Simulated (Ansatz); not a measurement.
A nudged elastic band was laid between two geometries of AlBH6N2 (10 atoms, charge 0, multiplicity 1).

These are results of RKS BLYP/def2-SVP in Ansatz 0.2.0, not measurements.

```yaml
movable_images: 5
climbing_image: yes
spring: 5.0 eV/Å²
optimiser: quadratic models (default)
start_path: through a guess of the saddle point
force_threshold: 0.05 eV/Å
iteration_limit: 60
end_points: relaxed
```

Initial state:

```xyz
10
Properties=species:S:1:pos:R:3
B -1.692 0.369 -1.049
Al 0.090 -0.022 0.053
N 0.998 -1.562 -0.169
N 0.738 1.173 1.234
H -1.949 -0.183 -2.105
H -2.541 1.163 -0.682
H 1.789 -1.903 0.385
H 0.772 -2.249 -0.893
H 0.238 2.023 1.509
H 1.639 1.139 1.720
```

Final state:

```xyz
10
Properties=species:S:1:pos:R:3
B -1.692 0.370 -1.050
Al 0.092 -0.025 0.050
N 1.025 -1.545 -0.199
N 0.713 1.154 1.262
H -2.165 -0.418 -1.850
H -2.324 1.405 -0.931
H 0.741 -2.276 -0.856
H 1.893 -1.827 0.265
H 1.545 1.064 1.853
H 0.255 2.048 1.460
```

(1) What changes between the two ends?

(2) Give the energies along the band, and the barrier.

(3) What is the geometry of the highest image?

The band took 31 iterations and about 5 core-minutes.

## Answers

(1) No bond is made or broken. The dihedral B1–Al2–N3–H8 goes from 7 to 179°. The two ends are copies of one structure, up to a mirror image or an exchange of like atoms.

(2) It converged. The highest image is number 2 of 0 to 6, 18.2 kJ/mol above the ends, which have the same energy within 2 meV. The profile has 2 maxima (images 2, 4) with wells between them (image 3): this band takes more than one step, which may be the mechanism or a detour left from its start path. The dihedral B1–Al2–N3–H8 jumps by 92° between images 2 and 3, so the path isn't resolved there. A vibrational analysis at the climbing image gives one clearly imaginary mode, 238i cm⁻¹: a first-order saddle point.

```json
{"image": "0", "path coordinate (Å)": "0.00", "energy (kJ/mol)": "0.0", "dihedral B1–Al2–N3–H8 (°)": "7"}
{"image": "1", "path coordinate (Å)": "1.18", "energy (kJ/mol)": "5.1", "dihedral B1–Al2–N3–H8 (°)": "32"}
{"image": "2", "path coordinate (Å)": "2.36", "energy (kJ/mol)": "18.2", "dihedral B1–Al2–N3–H8 (°)": "71"}
{"image": "3", "path coordinate (Å)": "4.40", "energy (kJ/mol)": "4.8", "dihedral B1–Al2–N3–H8 (°)": "164"}
{"image": "4", "path coordinate (Å)": "6.45", "energy (kJ/mol)": "14.0", "dihedral B1–Al2–N3–H8 (°)": "-170"}
{"image": "5", "path coordinate (Å)": "8.49", "energy (kJ/mol)": "4.6", "dihedral B1–Al2–N3–H8 (°)": "179"}
{"image": "6", "path coordinate (Å)": "10.53", "energy (kJ/mol)": "0.0", "dihedral B1–Al2–N3–H8 (°)": "179"}
```

(3) 
```xyz
10
Properties=species:S:1:pos:R:3:forces:R:3
B -1.725 0.299 -0.964 0.02 -0.01 0.00
Al 0.099 0.024 0.087 -0.02 0.02 0.02
N 1.008 -1.561 0.010 0.02 0.05 -0.05
N 0.861 1.312 1.073 0.00 0.00 0.01
H -1.763 0.617 -2.141 0.00 0.00 0.00
H -2.821 0.059 -0.488 0.00 -0.01 0.00
H 0.684 -2.414 0.478 -0.01 -0.01 0.00
H 1.489 -1.839 -0.853 -0.01 -0.04 0.02
H 0.503 2.259 1.228 0.00 -0.01 0.00
H 1.748 1.192 1.573 0.00 -0.01 0.00
```

Time of the run: 5.4 min on 1 thread of Arm Neoverse V2 (shared host), peak memory 0.12 GiB.
